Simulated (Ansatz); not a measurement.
```yaml
crystal:
  periodic: [false, false, false]
  atoms:
    - {symbol: P, position_ang: [0.635911, 1.085330, -0.148543]}
    - {symbol: Se, position_ang: [-0.927837, -0.059483, 0.993585]}
    - {symbol: Se, position_ang: [0.291926, -1.025858, -0.845042]}
basis:
  gaussian: {orbitals: cc-pVTZ, final_grid: {core_spheres: 20, valence_spheres: 16, degree: 47}}
magnetization: {spin_polarized: true, initial_magnetization: 1}
hamiltonian: {xc: {name: PBE0}, dispersion: d4}
outputs: {forces: true}
```

```sh
$ ansatz run in.yaml --threads 4 --pin off --events-out ev --progress --plain --max-ram 3916MiB
```

Output, abridged:

```
Error: YAML parse error: error: line 11 column 1: unknown field `outputs`, expected one of crystal, accuracy, basis, kpoints, hamiltonian, magnetization, projection, total_charge, correlation, batch, efield, external_charges, scf, relax, neb, saddle, md, ramp, phonons, dielectric, real_time, elastic, magnetic_configurations, gw, evaluate, workflow, output, checkpoint, execution
 9 | magnetization: {spin_polarized: true, initial_magnetization: 1}
10 | hamiltonian: {xc: {name: PBE0}, dispersion: d4}
11 | outputs: {forces: true}
```

Problem. What is wrong with this run?

Solution. The input holds a key that doesn't belong there. The program refused the input.
